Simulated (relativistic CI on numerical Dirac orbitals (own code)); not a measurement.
# Cu3+ (3d8) in a crystal field

Calculated by Dirac-Coulomb-Breit CI, KLI orbitals optimised for each configuration, QED by a radiative potential, one configuration in a parametric crystal field, unscaled Slater integrals (own radial code). With so little scaling, terms lie 10 to 35 % too far apart, which can change the order of excited levels.

Field parameters in Wybourne normalisation: D4h B²₀ = −7Ds, B⁴₀ = 21(Dq − Dt), B⁴₄ = 21√(5/14) Dq. The field is a parameter set, without covalency.

S and J are read from ⟨S²⟩ = S(S + 1) and ⟨J²⟩ = J(J + 1) of each level; they are not fictitious spins.

D4h, 10Dq = 16200, Ds = -1500, Dt = 460 cm⁻¹, the lowest 16 levels:

```csv
E (cm⁻¹),Degeneracy,Irrep,S,J
0.0,1,B2,1.00,3.42
14.3,2,E,1.00,3.40
11744,1,A1,0.99,3.51
12005,1,A2,1.00,3.37
12024,1,B1,1.00,3.38
12043,2,E,1.00,3.33
12189,1,B2,1.00,3.14
16172,1,B1,0.99,3.33
16292,2,E,1.00,3.29
20704,1,A1,0.88,3.51
21045,1,B1,0.53,2.53
21342,1,A1,0.59,3.09
21347,1,A2,1.00,3.35
21607,2,E,1.00,3.31
22545,2,E,1.00,2.73
22618,1,B2,1.00,2.48
```

D4h, 10Dq = 16200, Ds = -1090, Dt = 460 cm⁻¹, the lowest 10 levels:

| E (cm⁻¹) | Degeneracy | Irrep | S | J |
| --- | --- | --- | --- | --- |
| 0.0 | 1 | B2 | 1.00 | 3.42 |
| 13.6 | 2 | E | 1.00 | 3.40 |
| 11827 | 1 | A1 | 0.99 | 3.55 |
| 12061 | 1 | A2 | 1.00 | 3.43 |
| 12196 | 2 | E | 1.00 | 3.33 |
| 12243 | 1 | B1 | 1.00 | 3.34 |
| 12409 | 1 | B2 | 1.00 | 3.11 |
| 16157 | 1 | B1 | 0.99 | 3.35 |
| 16284 | 2 | E | 1.00 | 3.30 |
| 20991 | 1 | A1 | 0.95 | 3.65 |

D4h, 10Dq = 16200, Ds = -680, Dt = 460 cm⁻¹, the lowest 16 levels:

| E (cm⁻¹) | Degeneracy | Irrep | S | J |
| --- | --- | --- | --- | --- |
| 0.0 | 1 | B2 | 1.00 | 3.42 |
| 13.1 | 2 | E | 1.00 | 3.40 |
| 11827 | 1 | A1 | 0.99 | 3.59 |
| 12038 | 1 | A2 | 1.00 | 3.47 |
| 12263 | 2 | E | 1.00 | 3.32 |
| 12376 | 1 | B1 | 1.00 | 3.29 |
| 12542 | 1 | B2 | 1.00 | 3.07 |
| 16142 | 1 | B1 | 0.99 | 3.36 |
| 16277 | 2 | E | 1.00 | 3.31 |
| 21224 | 1 | A1 | 0.99 | 3.79 |
| 21339 | 1 | B1 | 0.46 | 2.62 |
| 21609 | 1 | A1 | 0.46 | 2.70 |
| 21876 | 2 | E | 1.00 | 3.41 |
| 22007 | 1 | A2 | 1.00 | 3.33 |
| 23016 | 2 | E | 1.00 | 2.66 |
| 23028 | 1 | B2 | 1.00 | 2.63 |

The free-ion ground term has S = 1. Every field shown keeps that spin.

Levels of this model without a field, named by their leading LS term: 3F_4 0, 3F_3 1813, 3F_2 3032, 1D_2 19556, 3P_2 23694, 3P_1 24230, 3P_0 24575, 1G_4 30245 cm⁻¹.
